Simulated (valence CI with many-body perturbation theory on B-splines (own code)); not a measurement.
**Tl50+: electric-dipole lines**

Calculated by configuration interaction combined with many-body perturbation theory (CI+MBPT): three valence electrons over a frozen Dirac-Fock core [Ar] 3d10, a basis of 11 s, 11 p, 10 d, 8 f, 5 g, 2 h functions for each j, with the one-electron correlation potential Σ1 (screened to all orders), the two-electron term Σ2, the three-electron term Σ3, Breit, model QED; selected single and double excitations, second order for the rest, scaled by the run's own slope (own B-spline code, finite nucleus).

No measured spectrum was set against this ion. As an estimate, large intervals hold to a few tenths of a per cent, small ones and those within an open d or f shell to about a per cent.

Lines 51 to 100 of 548 in falling wavelength, among levels below 1066.1 eV, chosen from the strongest by gf and those to the six lowest levels. Wavelengths and rates use the calculated energies. Electric multipoles are in the length gauge with retardation, E1 and E2 with the static RPA response of the core. Weak lines are less certain than strong ones. Lines between different terms over intervals too small for the method are left out, as are lines whose strength nearly cancels. The highest levels of a list are the least certain.

Levels are named by their leading jj configuration (3d3/2^4 stands for four electrons in 3d with j = 3/2), which in mixed levels can hold well under half, so a name can repeat and another be missing. Letters in brackets count levels of one name in rising energy.

```tsv
λ vac (Å)	Upper	Lower	A (s⁻¹)	log gf	Branch %
96.75	(4p1/2 4p3/2^2) J=3/2	(4s 4p3/2^2) J=5/2	5.64e+10	-0.50	2.8
96.44	(4p1/2^2 4p3/2) J=3/2	(4s 4p1/2 4p3/2) J=5/2	8.07e+10	-0.35	12.6
96.11	(4p1/2 4p3/2 4d5/2) J=5/2 [b]	(4s 4p3/2 4d5/2) J=7/2 [a]	2.94e+10	-0.61	1.6
96.03	(4p1/2 4p3/2^2) J=5/2	(4s 4p3/2^2) J=5/2	3.56e+10	-0.53	2.8
94.28	(4p1/2 4p3/2 4d5/2) J=9/2	(4s 4p3/2 4d5/2) J=9/2	3.63e+10	-0.32	5.6
93.69	(4p1/2 4p3/2 4d3/2) J=5/2 [b]	(4s 4p3/2 4d3/2) J=7/2	6.14e+10	-0.31	2.2
89.63	(4p1/2^2 4p3/2) J=3/2	(4s 4p1/2 4p3/2) J=3/2 [a]	2.09e+10	-1.00	3.3
80.34	(4s 4p1/2 4d3/2) J=3/2 [a]	(4s 4p1/2 4p3/2) J=3/2 [b]	2.18e+10	-1.07	24.3
76.05	(4s 4p1/2 4d3/2) J=5/2	(4s 4p1/2 4p3/2) J=3/2 [b]	2.73e+09	-1.85	5.3
73.87	(4s 4p1/2 4d3/2) J=3/2 [a]	(4s 4p1/2 4p3/2) J=5/2	7.53e+09	-1.61	8.4
70.90	(4p1/2 4d3/2 4d5/2) J=9/2	(4p1/2 4p3/2 4d5/2) J=9/2	5.44e+10	-0.39	18.5
70.23	(4s 4p1/2 4d3/2) J=5/2	(4s 4p1/2 4p3/2) J=5/2	3.13e+10	-0.86	61.1
69.81	(4s 4p1/2 4d3/2) J=3/2 [a]	(4s 4p1/2 4p3/2) J=3/2 [a]	8.23e+09	-1.62	9.2
69.72	(4s 4p1/2 4d3/2) J=1/2	(4s 4p1/2 4p3/2) J=3/2 [b]	3.58e+09	-2.28	0.2
68.99	(4s 4p1/2 4d3/2) J=3/2 [b]	(4s 4p1/2 4p3/2) J=3/2 [b]	1.19e+10	-1.47	0.5
66.55	(4s 4p1/2 4d3/2) J=5/2	(4s 4p1/2 4p3/2) J=3/2 [a]	1.88e+09	-2.12	3.7
66.46	(4s^2 4d3/2) J=3/2	(4s^2 4p3/2) J=3/2	1.20e+10	-1.50	0.5
64.17	(4s 4p1/2 4d3/2) J=3/2 [b]	(4s 4p1/2 4p3/2) J=5/2	1.66e+09	-2.39	0.1
63.80	(4s 4p3/2 4f7/2) J=7/2 [a]	(4s 4p3/2 4d5/2) J=7/2 [a]	5.08e+10	-0.61	12.8
62.90	(4s 4p1/2 4d5/2) J=5/2 [a]	(4s 4p1/2 4p3/2) J=3/2 [b]	5.09e+09	-1.74	1.1
62.62	(4s 4d3/2 4f7/2) J=3/2	(4s 4d3/2 4d5/2) J=1/2	1.05e+11	-0.61	4.9
62.21	(4s 4d3/2 4f7/2) J=7/2 [b]	(4s 4d3/2 4d5/2) J=5/2 [b]	5.23e+10	-0.62	2.4
62.18	(4s 4p3/2 4f7/2) J=5/2 [a]	(4s 4p3/2 4d5/2) J=3/2 [a]	8.74e+10	-0.52	11.9
62.05	(4s 4p1/2 4f7/2) J=5/2	(4s 4p1/2 4d5/2) J=3/2	2.35e+11	-0.09	59.7
61.92	(4s 4p1/2 4f7/2) J=7/2 [b]	(4s 4p1/2 4d5/2) J=5/2 [b]	1.77e+11	-0.09	62.2
61.65	(4s 4p1/2 4d3/2) J=1/2	(4s 4p1/2 4p3/2) J=3/2 [a]	1.07e+10	-1.91	0.5
61.55	(4s 4p3/2 4f7/2) J=7/2 [a]	(4s 4p3/2 4d5/2) J=5/2 [a]	1.08e+11	-0.31	27.1
61.51	(4s 4d5/2 4f7/2) J=7/2	(4s 4d5/2^2) J=5/2	8.66e+10	-0.41	11.1
61.46	(4s 4d5/2 4f7/2) J=11/2	(4s 4p3/2 4f7/2) J=9/2 [b]	3.39e+11	0.36	66.3
61.12	(4s^2 4f7/2) J=7/2	(4s^2 4d5/2) J=5/2	2.14e+11	-0.02	82.5
61.08	(4s 4p1/2 4d3/2) J=3/2 [b]	(4s 4p1/2 4p3/2) J=3/2 [a]	2.54e+10	-1.25	1.0
61.02	(4s 4d5/2 4f7/2) J=7/2	(4s 4d5/2^2) J=7/2 [a]	6.91e+10	-0.51	8.8
60.95	(4s 4p3/2 4f7/2) J=9/2 [b]	(4s 4p3/2 4d5/2) J=7/2 [b]	7.62e+10	-0.37	5.9
60.93	(4s 4d3/2 4f7/2) J=7/2 [a]	(4s 4d3/2 4d5/2) J=5/2 [a]	1.31e+11	-0.23	7.4
60.92	(4s 4d3/2 4f7/2) J=7/2 [b]	(4s 4d3/2 4d5/2) J=7/2 [b]	5.27e+10	-0.63	2.4
60.83	(4s 4p1/2 4f7/2) J=7/2 [a]	(4s 4p1/2 4d5/2) J=5/2 [a]	2.23e+11	-0.01	95.6
60.72	(4p1/2^2 4f7/2) J=7/2	(4p1/2^2 4d5/2) J=5/2	2.08e+11	-0.04	55.9
60.65	(4s 4d3/2 4f7/2) J=5/2 [a]	(4s 4d3/2 4d5/2) J=3/2 [a]	1.74e+11	-0.24	9.2
60.61	(4p1/2 4d3/2 4d5/2) J=9/2	(4p1/2 4p3/2 4d3/2) J=7/2	6.79e+10	-0.43	23.1
60.60	(4s 4d5/2 4f5/2) J=5/2 [b]	(4s 4p3/2 4f5/2) J=3/2 [b]	7.35e+10	-0.61	7.9
60.59	(4s 4d3/2 4f7/2) J=5/2 [b]	(4s 4d3/2 4d5/2) J=3/2 [b]	1.24e+11	-0.39	5.7
60.57	(4p1/2 4p3/2 4f7/2) J=7/2 [b]	(4p1/2 4p3/2 4d5/2) J=5/2 [a]	1.35e+11	-0.22	12.6
60.54	(4s 4p1/2 4f7/2) J=9/2	(4s 4p1/2 4d5/2) J=7/2	1.92e+11	0.02	87.1
60.47	(4s 4d3/2 4f7/2) J=9/2 [b]	(4s 4d3/2 4d5/2) J=7/2 [b]	1.48e+11	-0.09	9.2
60.47	(4s 4d5/2 4f5/2) J=7/2 [b]	(4s 4p3/2 4f5/2) J=5/2 [b]	1.15e+11	-0.30	11.3
60.43	(4s 4d5/2 4f7/2) J=5/2	(4s 4d5/2^2) J=5/2	2.56e+11	-0.08	27.7
60.25	(4s 4d3/2 4f7/2) J=11/2	(4s 4d3/2 4d5/2) J=9/2	1.62e+11	0.02	11.0
60.23	(4s 4p3/2 4f7/2) J=5/2 [a]	(4s 4p3/2 4d5/2) J=5/2 [a]	1.09e+11	-0.45	14.9
60.20	(4p1/2 4p3/2 4f7/2) J=7/2 [a]	(4p1/2 4p3/2 4d5/2) J=7/2 [a]	1.07e+11	-0.33	11.8
60.12	(4s 4d5/2 4f7/2) J=7/2	(4s 4p3/2 4f7/2) J=7/2 [b]	6.49e+10	-0.55	8.3
```

**Question.** How does gf follow from A for the line at 61.65 Å?

**Answer.** gf = 1.4992 × (2J+1)_upper × A / σ², with σ = 1622046 cm⁻¹ and 2J+1 = 2: gf = 0.0122.
